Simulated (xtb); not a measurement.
Al(Cl)(H)(iPr) (C₃H₈AlCl), SMILES C[CH](C)[AlH][Cl]. All values are semi-empirical tight-binding results from xtb (GFN2-xTB unless named), good for trends rather than for accurate numbers. Geometry optimised at GFN2-xTB. One conformer was computed; it need not be the lowest.

Optimised geometry:

```xyz
13

Al     0.7688    -0.3066     0.6081
Cl    -0.7692    -0.4872     1.9114
H      2.1568    -0.7505     1.1091
C      0.5799     0.3922    -1.2806
C     -0.2015     1.7183    -1.2967
C     -0.1305    -0.6240    -2.1939
H      1.5719     0.5840    -1.7179
H     -0.3635     2.0640    -2.3187
H     -1.1779     1.5946    -0.8254
H      0.3407     2.4928    -0.7533
H      0.4481    -1.5443    -2.2716
H     -0.2650    -0.2173    -3.1973
H     -1.1153    -0.8744    -1.7969
```

For metal compounds this method's bond lengths and energies can be far off.

| Quantity | Result |
|---|---|
| orbital gap | 4.01 eV |
| zero-point energy | 62.0 kcal/mol |
| G − E(el) at 298.15 K (modified RRHO) | 41.1 kcal/mol |

Computed atomic charges and the Wiberg bond orders between heavy atoms:
charges (e) Al1 0.35, Cl2 -0.16, H3 -0.14, C4 -0.11, C5 -0.10, C6 -0.10, H7 0.04, H8 0.04, H9 0.05, H10 0.03, H11 0.03, H12 0.04, H13 0.04. Bond orders Al1–Cl2 1.37, Al1–C4 0.94, C4–C5 0.99, C4–C6 0.99.
